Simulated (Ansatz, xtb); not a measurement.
## Relative energy of two isomers of C4H7NOSi

We compare X, `N#CC[SiH2]CC=O`, a singlet, with Y, `C[Si@@H](C#N)CC=O`, a singlet. Both are isolated molecules in the gas phase, relaxed with PBE0-D3(BJ)/def2-SVP, each in the lowest conformer that the search found.

Task: Estimate E(Y) − E(X) at the level CCSD(T)/def2-SVP + ΔMP2/def2-TZVPP.

Result: Calculated at CCSD(T)/def2-SVP + ΔMP2/def2-TZVPP: E(Y) − E(X) = −0.573 eV, so structure Y lies lower.

The same difference at several levels:

```csv
level,geometry,E(Y) − E(X) (eV),departure from the last row (eV),"job, with rough time for the two"
GFN2-xTB,GFN2-xTB,+0.455,+1.028,"optimisation, 0.2 s"
HF/STO-3G,GFN2-xTB,−0.758,−0.186,"single point, 0.44 s"
r2SCAN-D4/def2-SVP,GFN2-xTB,−0.450,+0.122,"single point, 3.3 s"
PBE0-D3(BJ)/def2-SVP,PBE0-D3(BJ)/def2-SVP,−0.390,+0.182,"optimisation, 74 s"
HF/def2-SVP,PBE0-D3(BJ)/def2-SVP,−0.434,+0.139,part of the CCSD(T) run
MP2/def2-SVP,PBE0-D3(BJ)/def2-SVP,−0.466,+0.106,part of the CCSD(T) run
CCSD(T)/def2-SVP,PBE0-D3(BJ)/def2-SVP,−0.432,+0.141,single point
CCSD(T)/def2-SVP + ΔMP2/def2-TZVPP,PBE0-D3(BJ)/def2-SVP,−0.573,,"single point, 50 s"
```

As drawn, Y has 1 C–Si, 1 C–H in place of 1 C–C, 1 Si–H.

GFN2-xTB puts the two in the other order. The largest departure from CCSD(T)/def2-SVP + ΔMP2/def2-TZVPP is that of GFN2-xTB, 1.028 eV. The last row adds to CCSD(T) the change of the MP2 difference between the two basis sets, here −0.141 eV, a large step that makes the value less sure.

With thermal terms from frequencies at re-optimised GFN2-xTB minima (ideal gas, soft modes damped towards free rotors, one conformer each, 298.15 K, 1 atm): on the last row, ΔE + ΔZPE = −0.519, ΔH = −0.504, ΔG = −0.541 eV.

The correlated steps freeze 11 core orbitals. Mirror images aren't counted in ΔG. Codes used: Ansatz 0.2.0, xtb 6.7.1; the last row on 2 threads of Intel(R) Xeon(R) 6975P-C (Granite Rapids) on a shared host.
